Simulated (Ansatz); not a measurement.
Basis sets compared for spiro-OMeTAD half (C53H42N2O4). Charge 0, multiplicity 1. Geometry PBE-D4/def2-SVP. Ansatz on 10 threads of AMD EPYC 7R13 on a shared host and a whole NVIDIA H100 80GB HBM3; times are rough, and most runs start from earlier orbitals.

Cartesian coordinates in Å:
```
C 3.403 -7.248 4.361
O 3.361 -5.837 4.329
C 3.449 -5.218 3.116
C 3.415 -3.807 3.132
C 3.514 -3.080 1.947
C 3.622 -3.739 0.700
N 3.718 -3.000 -0.509
C 4.609 -3.435 -1.525
C 5.904 -3.888 -1.207
C 6.778 -4.345 -2.204
C 6.375 -4.333 -3.555
O 7.146 -4.748 -4.601
C 8.442 -5.238 -4.320
C 5.082 -3.865 -3.882
C 4.210 -3.435 -2.883
C 2.955 -1.826 -0.684
C 3.490 -0.712 -1.381
C 2.757 0.472 -1.525
C 1.474 0.569 -0.958
C 0.939 -0.552 -0.274
C 1.649 -1.739 -0.141
C -0.449 -0.232 0.277
C -1.561 -1.144 -0.237
C -1.967 -1.357 -1.556
C -3.044 -2.229 -1.798
C -3.699 -2.872 -0.731
C -3.291 -2.658 0.595
C -2.216 -1.787 0.841
C -1.579 -1.362 2.095
C -1.830 -1.718 3.430
C -1.038 -1.151 4.442
C -0.013 -0.240 4.127
C 0.240 0.120 2.791
C -0.546 -0.444 1.785
C -0.634 1.215 -0.175
C -1.738 2.031 0.034
C -1.745 3.337 -0.516
N -2.884 4.159 -0.368
C -4.181 3.582 -0.403
C -4.488 2.547 -1.308
C -5.758 1.953 -1.328
C -6.765 2.411 -0.454
O -8.032 1.909 -0.398
C -8.371 0.859 -1.280
C -6.469 3.461 0.442
C -5.195 4.029 0.476
C -2.746 5.561 -0.197
C -3.605 6.459 -0.872
C -3.484 7.836 -0.688
C -2.485 8.363 0.161
O -2.444 9.723 0.268
C -1.477 10.295 1.125
C -1.616 7.476 0.828
C -1.758 6.091 0.657
C -0.610 3.791 -1.235
C 0.506 2.966 -1.422
C 0.499 1.659 -0.903
C 3.642 -5.147 0.688
C 3.570 -5.884 1.880
H 3.329 -7.542 5.426
H 2.553 -7.705 3.803
H 4.355 -7.648 3.943
H 3.321 -3.297 4.103
H 3.498 -1.981 1.980
H 6.229 -3.892 -0.156
H 7.778 -4.695 -1.915
H 9.090 -4.464 -3.848
H 8.415 -6.131 -3.653
H 8.885 -5.530 -5.291
H 4.778 -3.869 -4.939
H 3.200 -3.089 -3.147
H 4.505 -0.783 -1.798
H 3.201 1.326 -2.061
H 1.215 -2.596 0.392
H -1.452 -0.850 -2.386
H -3.377 -2.411 -2.832
H -4.540 -3.552 -0.940
H -3.808 -3.162 1.427
H -2.630 -2.431 3.681
H -1.222 -1.422 5.493
H 0.598 0.194 4.935
H 1.043 0.830 2.539
H -2.607 1.667 0.602
H -3.714 2.187 -2.000
H -5.949 1.138 -2.038
H -9.428 0.604 -1.076
H -8.273 1.162 -2.348
H -7.743 -0.046 -1.113
H -7.262 3.805 1.122
H -4.973 4.834 1.192
H -4.380 6.061 -1.544
H -4.151 8.540 -1.208
H -0.437 10.052 0.805
H -1.606 9.963 2.181
H -1.619 11.391 1.074
H -0.831 7.850 1.501
H -1.086 5.405 1.194
H -0.622 4.804 -1.662
H 1.369 3.339 -1.994
H 3.722 -5.677 -0.273
H 3.594 -6.981 1.827
```

Single mean-field runs in def2-SVP, def2-TZVP are fitted with def2-universal-jkfit.

Binding counts from free atoms (C triplet, O triplet, N quartet, H doublet) in the same basis, without a counterpoise term.

| level | functions | energy (Eh) | HOMO (eV) | LUMO (eV) | binding per atom (eV) | wall time |
| --- | --- | --- | --- | --- | --- | --- |
| PBE-D4/def2-SVP (with forces) | 1036 | -2450.7168 | -3.81 | -1.70 | 5.49 | 6 s |
| PBE0-D4/def2-SVP | 1036 | -2450.8894 | -4.67 | -0.96 | 5.36 | 7 s |

Q: Estimate the rows for PBE-D4/def2-TZVP, PBE0-D4/def2-TZVP.

A: 
```tsv
level	functions	energy (Eh)	HOMO (eV)	LUMO (eV)	binding per atom (eV)	wall time
PBE-D4/def2-TZVP	2081	-2453.3000	-3.88	-1.81	5.40	11 s
PBE0-D4/def2-TZVP	2081	-2453.4514	-4.68	-1.04	5.27	16 s
```
